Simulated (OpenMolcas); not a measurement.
# Lines of Ti+: computed and rescaled rates

```json
{
  "Program": "OpenMolcas",
  "Method": "MS-CASPT2, IPEA 0.25 Eh, imaginary shift 0.1 Eh (closed shells correlated: 3s 3p)",
  "Basis": "ANO-RCC-VQZP [7s6p4d3f2g1h]",
  "Scalar Hamiltonian": "DKH2, point nucleus",
  "Active space": "3 electrons in 11 orbitals (3d 4s 4d)",
  "State averaging": "2S+1 = 4 even, 20 roots; 2S+1 = 2 even, 49 roots kept (CI in the orbitals of an earlier block)",
  "Spin-orbit coupling": "state interaction with AMFI integrals over the reference wave functions, term energies averaged over their components"
}
```

Rates come from the transition moments of the reference wave functions (E1 and E2 in the length form). At fixed line strength A goes as λ^-3 for E1 and M1 and as λ^-5 for E2, so a rate at the computed wavelength can be rescaled to the measured one. Measured vacuum wavelengths follow from level energies in NIST Handbook of Basic Atomic Spectroscopic Data. Branching counts decays inside the model space alone, at computed energies, and the table is only a selection of the E2 and M1 lines, drawn from those between levels with measured partners whose computed energy lies within a factor of 1.5 of the measured one.

```csv
Upper,Lower,Type,λ computed (nm),λ measured (nm),A computed (s-1),A rescaled (s-1),Branching %
3d³ ⁴P_5/2,3d² 4s ⁴F_9/2,E2,1044,1096,7.69e-02,6.03e-02,68.0
3d² 4s ⁴P_5/2,3d³ ⁴F_9/2,E2,1183,1135,5.28e-02,6.49e-02,65.7
3d² 4s ⁴P_1/2 [69 %],3d³ ⁴F_3/2,E2,1157,1115,4.71e-02,5.67e-02,55.7
3d³ ²H_9/2,3d² 4s ²F_5/2,E2,1154,1242,4.38e-02,3.03e-02,87.1
3d³ ²H_11/2,3d² 4s ²F_7/2,E2,1178,1270,4.32e-02,2.97e-02,97.0
3d³ ⁴P_3/2 [62 %],3d² 4s ⁴F_7/2,E2,1040,1091,3.88e-02,3.05e-02,45.8
3d² 4s ⁴P_3/2 [56 %],3d³ ⁴F_7/2,E2,1170,1131,3.38e-02,4.00e-02,43.5
3d² 4s ⁴P_1/2 [69 %],3d³ ⁴F_5/2,E2,1168,1125,3.03e-02,3.66e-02,35.8
3d³ ⁴P_3/2 [62 %],3d² 4s ⁴F_5/2,E2,1025,1075,3.03e-02,2.39e-02,35.7
3d³ ²D_3/2,3d² 4s ²F_5/2,E2,1179,1250,2.68e-02,2.00e-02,50.5
3d² 4s ⁴P_3/2 [56 %],3d³ ⁴F_5/2,E2,1155,1118,2.54e-02,2.99e-02,32.6
3d³ ²D_5/2,3d² 4s ²F_7/2,E2,1198,1272,2.46e-02,1.82e-02,55.2
3d² 4s ²D_3/2,3d² 4s ⁴F_5/2,M1,1204,1161,7.44e-03,,52.0
3d² 4s ²G_9/2,3d² 4s ⁴F_9/2,M1,673.7,672.8,6.88e-03,,37.2
3d² 4s ²D_5/2,3d² 4s ⁴F_7/2,M1,1224,1174,6.84e-03,,56.7
3d³ ²G_9/2,3d³ ⁴F_9/2,M1,1341,1265,4.93e-03,,46.0
3d³ ²G_7/2,3d² 4s ²F_5/2,E2,2014,2289,3.32e-03,1.75e-03,42.6
3d² 4s ²F_5/2,3d² 4s ⁴F_3/2,M1,2353,2160,1.88e-03,,72.9
3d² 4s ²F_7/2,3d² 4s ⁴F_9/2,M1,2437,2220,1.57e-03,,56.5
3d² 4s ⁴F_9/2,3d² 4s ⁴F_7/2,M1,52830,59630,1.84e-04,1.28e-04,100.0
3d² 4s ⁴F_7/2,3d² 4s ⁴F_5/2,M1,68160,75970,1.37e-04,9.89e-05,100.0
3d³ ⁴F_9/2,3d³ ⁴F_7/2,M1,68200,77810,8.54e-05,5.75e-05,86.3
3d³ ⁴F_7/2,3d³ ⁴F_5/2,M1,85830,96680,6.89e-05,4.82e-05,83.3
3d² 4s ⁴F_5/2,3d² 4s ⁴F_3/2,M1,96120,106300,4.88e-05,3.61e-05,100.0
3d³ ⁴F_5/2,3d³ ⁴F_3/2,M1,118200,131800,2.62e-05,1.89e-05,66.3
```

Spin-changing lines and M1 lines between different terms are not rescaled, since their strength hangs on the term gaps too.

The largest correction is for 3d³ ²G_7/2 → 3d² 4s ²F_5/2 (E2): 3.32e-03 × (2014 / 2289)^5 = 1.75e-03 s-1, a factor of 0.53.

The computed rate and branching of 3d² 4s ⁴F_5/2 → 3d² 4s ⁴F_3/2 give the upper level a radiative lifetime of 1.000 / 4.88e-05 s-1 = 2.05e+04 s, counting decays inside the model space alone. The rescaled rate gives about 2.8e+04 s.

The computed order of these levels differs from the measured one in 1 place, and where term gaps are wrong the rates of spin-changing lines can be off by large factors.

These are rates of the free ion; in crystals, glasses and complexes forced electric-dipole and non-radiative decay shorten such lifetimes by orders of magnitude. No measured rate stands beside these. Rescaling mends the energy factor alone: line strengths can still be far off where a level mixes with configurations outside the active space, and weak or spin-changing lines hang on small mixing coefficients that depend on the term gaps too, so rescaling need not improve them.

CASPT2 breaks the degeneracy within a term, and the mean is taken; among the terms shown or strongly mixed into the levels shown the widest spread is 1300 cm-1 (3d² 4s ²F). Some levels mix across a computed gap that differs much from the measured one, so their mixing is not that of the real levels. Terms from blocks run as CI alone lack orbitals of their own. Active for correlation alone: 4d; no level in the range computed is led by a configuration that fills it, so any true level of that kind is missing. The CASPT2 spread within a term exceeds the gap to the next term for 3d³ ²D and 3d³ ²H, so the order of their levels is uncertain. Computed and measured levels are paired by configuration, term and J; levels that our copy of the source lacks, or whose pairing is in doubt (as where it misses far off the trend of its configuration), stay unpaired. Levels of configurations outside the active space are missing.

A share in square brackets marks a mixed level and gives the weight of the term that names it.
